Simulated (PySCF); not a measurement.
Simulation results for CH₈Al₂Si, CH₅AlBSi, CH₅AlSi

Calculation on a computer-drawn molecule: the log of a Hartree-Fock and frozen-core CCSD(T) single point meant for a local Hartree-Fock minimum, with one planted fault or none, to be diagnosed. Offsets are logged minus clean, where the clean run is the same molecule without the fault. The reference is restricted for singlets and unrestricted otherwise, and also for a bond in bohr or an excited solution. Adding or removing an electron swaps singlet and doublet. The excited solution moves the top pair (singlet) or top alpha electron (doublet) to the lowest empty orbital. Highest occupied and lowest empty are orbital energies over both spins, largest force is the largest gradient component, triples share is (T) over the correlation energy, the T1 limit is 0.02 restricted and 0.045 unrestricted, electrons count all cores, a negative frequency is imaginary (commonest isotopes), and the dipole is about the centre of nuclear charge. Program: PySCF 2.14.0.

Common to all runs: meant charge 0; meant basis cc-pV(D+d)Z; logged SCF converged yes; possible faults no fault, one electron removed, one electron added, multiplicity raised by two, geometry at a saddle point, SCF held on an excited solution, minimal basis STO-3G, one bond length entered in bohr, all coordinates scaled.

(1) 
```xyz
12
formula=CH8Al2Si meant_multiplicity=1 logged_electrons=54 logged_basis_functions=123 logged_spin_squared=0.7951 logged_highest_occupied=-8.5785 logged_lowest_empty=0.53799 logged_largest_force=0.010172 logged_T1_diagnostic=0.04723 logged_D1_diagnostic=0.2275 logged_triples_share=0.034299 logged_CC_converged=yes logged_dipole_magnitude=0.95055 logged_SCF_stable_within_its_kind=yes logged_energy_HF=-815.17976 logged_energy_CCSD(T)=-815.63531 planted_fault=one_bond_length_entered_in_bohr,row_11_of_the_drawn_bonds HF_energy_offset_from_clean_run=69.75 CCSD(T)_energy_offset_from_clean_run=74.61
Al    -1.5762    -0.9010    -0.6729
C     -0.1654     0.4444    -0.8464
Al     1.5491    -0.1948    -1.5413
Si    -0.7657     1.9700    -1.7682
H     -2.5104    -1.2554    -1.8985
H     -1.7720    -1.6451     0.7085
H      0.0623     0.7207     0.1962
H      1.8058    -0.2879    -3.0989
H      2.6823    -0.6306    -0.5282
H     -1.0842     1.6336    -3.1756
H      0.2585     3.0482    -1.7774
H     -3.0779     3.0546    -0.5959
```

Units: logged_highest_occupied, logged_lowest_empty in eV; logged_largest_force in hartree/bohr; logged_dipole_magnitude in debye; logged_energy_HF, logged_energy_CCSD(T) in hartree; HF_energy_offset_from_clean_run, CCSD(T)_energy_offset_from_clean_run in kcal/mol.

Drawn bonds:
```
atom  other atom  order
   1           2      1
   2           3      1
   2           4      1
   1           5      1
   1           6      1
   2           7      1
   3           8      1
   3           9      1
   4          10      1
   4          11      1
   4          12      1
```

Notes: T1 above single-reference limit.

(2) 
```xyz
12
formula=CH8Al2Si meant_multiplicity=1 logged_electrons=54 logged_basis_functions=123 logged_spin_squared=0 logged_highest_occupied=-4.2247 logged_lowest_empty=-5.5956 logged_largest_force=0.12336 logged_CC_converged=no logged_dipole_magnitude=5.6193 logged_SCF_stable_within_its_kind=no logged_energy_HF=-814.81568 planted_fault=SCF_held_on_an_excited_solution HF_energy_offset_from_clean_run=298.2
Al    -1.5762    -0.9010    -0.6729
C     -0.1654     0.4444    -0.8464
Al     1.5491    -0.1948    -1.5413
Si    -0.7657     1.9700    -1.7682
H     -2.5104    -1.2554    -1.8985
H     -1.7720    -1.6451     0.7085
H      0.0623     0.7207     0.1962
H      1.8058    -0.2879    -3.0989
H      2.6823    -0.6306    -0.5282
H     -1.0842     1.6336    -3.1756
H      0.2585     3.0482    -1.7774
H     -1.9893     2.5439    -1.1478
```

Units: logged_highest_occupied, logged_lowest_empty in eV; logged_largest_force in hartree/bohr; logged_dipole_magnitude in debye; logged_energy_HF in hartree; HF_energy_offset_from_clean_run in kcal/mol.

Drawn bonds:
```
atom  other atom  order
   1           2      1
   2           3      1
   2           4      1
   1           5      1
   1           6      1
   2           7      1
   3           8      1
   3           9      1
   4          10      1
   4          11      1
   4          12      1
```

Notes: CCSD not converged.

(3) 
```xyz
9
formula=CH5AlBSi meant_multiplicity=2 logged_electrons=43 logged_basis_functions=99 logged_spin_squared=0.8212 logged_highest_occupied=-7.7751 logged_lowest_empty=0.78104 logged_largest_force=5.558e-05 logged_lowest_frequency=-635.7 logged_T1_diagnostic=0.023188 logged_D1_diagnostic=0.075558 logged_triples_share=0.036636 logged_CC_converged=yes logged_dipole_magnitude=1.3335 logged_SCF_stable_within_its_kind=yes logged_energy_HF=-596.22549 logged_energy_CCSD(T)=-596.65352
Al     1.9903    -0.5048     0.0000
C      0.8023     1.0200     0.0000
B     -0.5266     0.6200     0.0000
Si    -2.3401    -0.1148     0.0000
H      3.5564    -0.2978     0.0000
H      1.3735    -1.9633     0.0000
H      1.2158     2.0218     0.0000
H     -2.5703    -1.5632     0.0000
H     -3.5012     0.7822     0.0000
```

Units: logged_highest_occupied, logged_lowest_empty in eV; logged_largest_force in hartree/bohr; logged_lowest_frequency in cm⁻¹; logged_dipole_magnitude in debye; logged_energy_HF, logged_energy_CCSD(T) in hartree.

Drawn bonds:
```
atom  other atom  order
   1           2      1
   2           3      2
   3           4      1
   1           5      1
   1           6      1
   2           7      1
   4           8      1
   4           9      1
```

(4) 
```xyz
8
formula=CH5AlSi meant_multiplicity=1 logged_electrons=37 logged_basis_functions=85 logged_spin_squared=0.7552 logged_highest_occupied=-15.661 logged_lowest_empty=-6.6894 logged_largest_force=0.048923 logged_T1_diagnostic=0.012233 logged_D1_diagnostic=0.041746 logged_triples_share=0.02331 logged_CC_converged=yes logged_dipole_magnitude=4.408 logged_SCF_stable_within_its_kind=yes logged_energy_HF=-571.29954 logged_energy_CCSD(T)=-571.6085
Al    -1.2003     0.1801     0.5061
C      0.5540    -0.3566     1.0708
Si     1.5198    -1.4297     0.1710
H     -2.0755     1.1809     1.3659
H     -1.7769    -0.3972    -0.8533
H      0.9788     0.0219     1.9995
H      2.8729    -1.8797     0.5501
H      1.0783    -2.0212    -1.1024
```

Units: logged_highest_occupied, logged_lowest_empty in eV; logged_largest_force in hartree/bohr; logged_dipole_magnitude in debye; logged_energy_HF, logged_energy_CCSD(T) in hartree.

Drawn bonds:
```
atom  other atom  order
   1           2      1
   2           3      2
   1           4      1
   1           5      1
   2           6      1
   3           7      1
   3           8      1
```

Q: Which fault was planted in the run of CH₅AlBSi (entry 3)?
A: geometry at a saddle point

Q: Give the missing planted fault for CH₅AlSi (entry 4).
A: one electron removed

Further results for CH₅AlBSi (entry 3):

| Item | Value |
| --- | --- |
| HF energy offset from clean run | 6.635 kcal/mol |
| CCSD(T) energy offset from clean run | 5.365 kcal/mol |

Further results for CH₅AlSi (entry 4):

| Property | Result |
| --- | --- |
| HF energy offset from clean run | 173.7 kcal/mol |
| CCSD(T) energy offset from clean run | 205.5 kcal/mol |
